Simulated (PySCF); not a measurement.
Molecule: SMILES c1ccc(CO)s1, C₅H₆OS.

Bonds (- single, = double, # triple, : aromatic): O1-C2, C2-C3, C3:C4, C4:C5, C5:C6, C6:S7, S7:C3. O1 carries H8; C2 carries H9, H10; C4 carries H11; C5 carries H12; C6 carries H13.

Frames of a GFN2-xTB Langevin trajectory at 400 K; GIAO PBE0/pcSseg-1 shieldings in PySCF 2.14.0 with density-fitted response routines, gas phase, non-relativistic; equivalent atoms averaged within each frame.

Referencing at the same level of theory: 17O (σref 336.08) against H2O; TMS for 13C (σref 186.93) and 1H (σref 31.72); 33S (σref 503.73) vs CS2. The references are static minima.

Question: How do the shifts (ppm) fluctuate along the trajectory?

Answer: 
```csv
time (fs),O1,C3,C5,C4,C6,C2,S7,H13,H12,H11
optimised geometry,73.2,155.5,132.7,132.8,133.7,63.7,224,7.12,7.23,7.36
250,55.1,161.4,136.9,132.8,124.4,70.5,206,7.76,7.22,6.75
425,21.3,163.1,131.4,118.1,128.2,62.7,230,7.20,6.72,6.73
625,34.6,155.8,130.3,125.9,141.7,66.1,268,7.50,7.14,6.58
800,56.0,155.5,132.1,130.4,130.5,65.6,202,7.32,7.66,6.68
1000,47.1,156.8,137.0,137.5,135.4,69.3,208,7.12,8.38,6.99
mean of frames,42.8,158.5,133.5,128.9,132.0,66.9,223,7.38,7.42,6.75
standard deviation,14.8,3.5,3.2,7.3,6.7,3.1,27,0.26,0.63,0.15
```

5 frames give an uncertainty of the mean of about the standard deviation over 2.2 at best, since frames this close in time may not be independent; classical motion lacks zero-point vibration, and the reference would need the same averaging.
